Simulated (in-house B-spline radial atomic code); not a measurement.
Ionising F VI (F5+) with different functionals

Computed with an all-electron radial atomic-structure program (B-spline basis): non-relativistic Hamiltonian, point nucleus, spin-polarised at highest spin, spherical fractional occupations for the functionals, and exact exchange of hybrids averaged over the configuration. The ionisation energy is the difference of two self-consistent energies, [He] 2s2 → [He] 2s1, without Breit or QED terms; ε is the level of the shell that loses the electron (its least bound occupied spin orbital).

```json
{"method": "PBE0", "rung": "global hybrid", "ΔSCF (eV)": "?", "-ε(2s) (eV)": "?"}
{"method": "B3LYP", "rung": "global hybrid", "ΔSCF (eV)": "155.61", "-ε(2s) (eV)": "146.39"}
{"method": "TPSSh", "rung": "global hybrid", "ΔSCF (eV)": "155.53", "-ε(2s) (eV)": "145.60"}
{"method": "M06-2X", "rung": "global hybrid", "ΔSCF (eV)": "155.97", "-ε(2s) (eV)": "149.78"}
{"method": "BHandHLYP", "rung": "global hybrid", "ΔSCF (eV)": "155.33", "-ε(2s) (eV)": "149.59"}
{"method": "r2SCAN0", "rung": "global hybrid", "ΔSCF (eV)": "154.79", "-ε(2s) (eV)": "147.19"}
{"method": "B97-1", "rung": "global hybrid", "ΔSCF (eV)": "155.72", "-ε(2s) (eV)": "146.43"}
{"method": "HSE06", "rung": "range-separated hybrid", "ΔSCF (eV)": "155.45", "-ε(2s) (eV)": "146.40"}
{"method": "wB97X", "rung": "range-separated hybrid", "ΔSCF (eV)": "154.24", "-ε(2s) (eV)": "149.38"}
{"method": "CAM-B3LYP", "rung": "range-separated hybrid", "ΔSCF (eV)": "?", "-ε(2s) (eV)": "?"}
{"method": "LC-wPBE", "rung": "range-separated hybrid", "ΔSCF (eV)": "155.68", "-ε(2s) (eV)": "149.71"}
```

Task: What does PBE0 give?

Result: ΔSCF 155.45 eV, and -ε(2s) = 146.83 eV.

Task: What does CAM-B3LYP give?

Result: ΔSCF 155.51 eV, and -ε(2s) = 148.34 eV.

Task: Among the functionals, which spreads more, the ΔSCF values or the orbital energies?

Result: The orbital energies: ΔSCF values span about 1.74 eV and the orbital energies 4.18 eV.

Task: How do they compare with the NIST value?

Result: NIST lists 157.163 eV (measured, ground level to ground level). Errors run from -2.93 to -1.19 eV; M06-2X is closest (-1.19 eV), but part of that can be cancellation, since the calculations leave out relativity, Breit-QED terms, the near-degeneracy of s² and p².
